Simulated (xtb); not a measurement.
1,1-dichloro-3,3-difluoroprop-1-ene (C₃H₂Cl₂F₂), SMILES FC(F)C=C(Cl)Cl. All values are semi-empirical tight-binding results from xtb (GFN2-xTB unless named), good for trends rather than for accurate numbers. Geometry optimised at GFN2-xTB. The values are those of a single conformer.

| Property | Value |
|---|---|
| point group as xtb finds it | Cs |
| orbital gap | 4.26 eV |
| dipole moment | 1.99 D |
| zero-point energy | 27.8 kcal/mol |
| G − E(el) at 298.15 K (modified RRHO) | 6.7 kcal/mol |
| static polarisability (D4 model) | 66.4 bohr³ |
| solvation energy, GFN2-xTB/ALPB(water) | -2.1 kcal/mol |
| solvation energy, GFN2-xTB/ALPB(acetone) | -5.1 kcal/mol |
